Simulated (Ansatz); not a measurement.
Species: dichloro-bis(sulfanyl)silane, SiH₂S₂Cl₂ (charge 0, singlet). SMILES: S[Si](S)(Cl)Cl
Geometry: optimised at B3LYP-D3(BJ)/def2-TZVP (Ansatz, a program for electronic structure).

Cost and difference of PBE with Ansatz in habitual basis sets for the atomisation energy (kcal/mol). Set-up: no dispersion term unless named; no spin-orbit coupling; six Cartesian d functions in 6-31G* and its kin unless marked 5d; valence correlation only; open shells spin-unrestricted; atomisation electronic, to ground-state atoms; LANL2DZ with its own core potentials from Na on; non-relativistic; 6-311+G** with 5d, 6d on Na to Ar in Ansatz. Basis-set limits of correlation are two-point, X^-3; Hartree-Fock from the larger set (for Q and 5 zeta extrapolated as (X+1)exp(-9√X)). First-principles rows: single points at B3LYP-D3(BJ) geometries (Ansatz). Costs are core time of energy and forces over that of the cheapest set, on one shared machine, to one figure and rough; under a factor of 2 they don't order.

Coupled cluster (Ansatz) is a level with limits of its own, used here on species with T1 under 0.025 (0.045 for open shells) and stable references: CCSD(T)/CBS(cc-pV(Q+d)Z,cc-pV(5+d)Z).

Value to compare with: 527.2 kcal/mol.

| level | relative cost | atomisation energy (kcal/mol) | difference |
|---|---|---|---|
| PBE/LANL2DZ | 1× | 418.0 | -109.2 |
| PBE/STO-3G | 1× | 623.4 | 96.2 |
| PBE/3-21G | 2× | 438.1 | -89.1 |
| PBE/def2-SVP | 2× | 517.6 | -9.6 |
| PBE/6-31G* | 2× | 506.0 | -21.2 |
| PBE/6-311+G** | 4× | 504.9 | -22.3 |

The dearest set gives -22.3 kcal/mol. A small set can land close by cancelling terms.
